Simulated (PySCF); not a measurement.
BrHSSi, SMILES Br[Si]S (connectivity only; charge and spin as stated), neutral, multiplicity 1. Atoms are numbered in the order given.

```xyz
4

Si     1.0710    -0.6354     0.0000
Br    -0.1787     1.2716     0.0000
S     -0.5618    -2.0314     0.0000
H      0.2505    -3.1064     0.0000
```
Charge 0, spin multiplicity 1.

The structure is a stationary point at B3LYP-D3(BJ)/def2-TZVP. The values are those of a single conformer.

Level of theory: TDA-PBE0/def2-SVPD in PySCF.

Vertical excitations. The molecule is in vacuum. State labels are in the subgroup Cs.

```tsv
state	symmetry	energy (eV)	λ (nm)	f	main pairs
S1	A"	3.57	347	0.019	HOMO→LUMO 97 %
S2	A'	4.75	261	0.052	HOMO−1→LUMO 87 %
S3	A"	4.82	257	0.006	HOMO−2→LUMO 98 %
S4	A'	5.59	222	0.022	HOMO−3→LUMO 53 %, HOMO→LUMO+1 27 %, HOMO→LUMO+3 14 %
S5	A'	5.89	210	0.184	HOMO→LUMO+1 56 %, HOMO−3→LUMO 31 %
S6	A"	6.11	203	0.000	HOMO−4→LUMO 94 %
S7	A'	6.15	202	0.001	HOMO→LUMO+2 86 %
S8	A"	6.32	196	0.012	HOMO−1→LUMO+1 95 %
S9	A'	6.54	190	0.252	HOMO→LUMO+3 57 %, HOMO−2→LUMO+1 13 %, HOMO→LUMO+2 10 %
S10	A"	6.76	184	0.000	HOMO−1→LUMO+3 63 %, HOMO−1→LUMO+2 30 %
T1	A"	2.21	561	0	HOMO→LUMO 96 %
T2	A'	3.70	335	0	HOMO−1→LUMO 95 %
T3	A'	4.44	279	0	HOMO→LUMO+1 91 %
T4	A"	4.54	273	0	HOMO−2→LUMO 97 %
```
Triplets are in the Tamm–Dancoff approximation.
